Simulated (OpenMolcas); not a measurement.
## Nb3+: ligand-field states by method

Nb3+ with 6 ligands (bromide) in octahedral coordination (Oh) at 2.63 Å. A charge of +0.5 e stands 2.6 Å behind each ligand. Ligand basis ANO-RCC-VDZP.

| Item | Value |
| --- | --- |
| Program | OpenMolcas 26.06 |
| Basis | ANO-RCC-VDZP [6s5p3d1f] |
| Scalar Hamiltonian | DKH2, point nucleus |
| Active space | 2 electrons in 5 orbitals (4d) |
| State averaging | 2S+1 = 3 even, 10 roots; 2S+1 = 1 even, 15 roots |
| Spin-orbit coupling | RASSI with atomic mean-field integrals over the reference wave functions |

I. CASSCF
II. SS-CASPT2, IPEA 0.25 Eh, imaginary shift 0.1 Eh (closed shells correlated: 4s 4p and the ligand valence shells)

Spin-free states (labels of O, the rotations of Oh) in cm-1, each column counted from its own energy of the first state listed:

```
State  Degeneracy      I     II
  3T1           3      0      0
  1T2           3   9142   6490
   1E           2   9294   6920
  3T2           3  14266  15590
  1A1           1  19871  15330
  3T1           3  22006  21210
  1T2           3  23683  22350
  1T1           3  25769  24150
  3A2           1  29911  32490
   1E           2  38906  38540
  1A1           1  49896  46150
```

From I to II, I's first state of the same spin (3T2) moves from 14266 to 15590 cm-1, by about +1300 cm-1.

From I to II, I's first state of another spin (1T2) moves from 9142 to 6490 cm-1, by about -2700 cm-1.

I: A least-squares ligand-field fit to the states below 45000 cm-1, each weighted by its degeneracy and with a free common offset, gives 10Dq = 15066 cm-1, B = 593 cm-1 and C = 2415 cm-1 (C/B = 4.07), with an rms deviation of 294 cm-1. The same method and metal basis give the free ion B = 760 cm-1 (fit to its terms below 60000 cm-1, rms deviation 30 cm-1), so the nephelauxetic ratio is β = 593 / 760 = 0.78; it hangs on how both fits weigh the states, and computed free-ion B values tend to be too large, so β mixes covalency with correlation.

II: A least-squares ligand-field fit to the states below 45000 cm-1, each weighted by its degeneracy and with a free common offset, gives 10Dq = 16223 cm-1, B = 444 cm-1 and C = 1740 cm-1 (C/B = 3.92), with an rms deviation of 289 cm-1. The same method and metal basis give the free ion B = 703 cm-1 (fit to its terms below 60000 cm-1, rms deviation 565 cm-1), so the nephelauxetic ratio is β = 444 / 703 = 0.63; it hangs on how both fits weigh the states, and computed free-ion B values tend to be too large, so β mixes covalency with correlation.

From I to II, 10Dq changes by +8 %, B by -25 % and C by -28 %.

χT at 300 K: I 0.46, II 0.45 cm3 K/mol.

Roots that are degenerate in the reference are averaged as groups; the widest CASPT2 spread within a group is 170 cm-1 (the 3-fold group of multiplicity 3 near 0 cm-1 above the lowest state of its run, II). Shifts and gaps below about the spread of the groups concerned are not significant. Over all roots computed the reference weight is 0.67 to 0.68 in II; a low but even weight reflects the number of correlated electrons. An orbital triplet at a regular site is open to Jahn-Teller coupling, which can distort the site and quench the lowest spin-orbit gaps and is left out. The least metal-like active orbital is 76 % on the metal (Löwdin) and no ligand orbital is active, so the numbers are rough. Ligand-to-metal charge-transfer states are missing. With no ligand orbital active B as a rule stays too high, so bands that hang on it stand too high and its fall with covalency is understated. Without dynamic correlation the repulsion within the d shell is too large (B by tens of per cent), so at a given field states of lower spin stand too high (holds for I). With metal d orbitals alone the field can be off either way by tens of per cent (holds for I). With one d shell and no ligand orbital active, 10Dq can be off by a tenth or more (holds for II). No measured value stands beside these numbers; the geometry is a model, was not optimised and need not be the one that this ion takes.
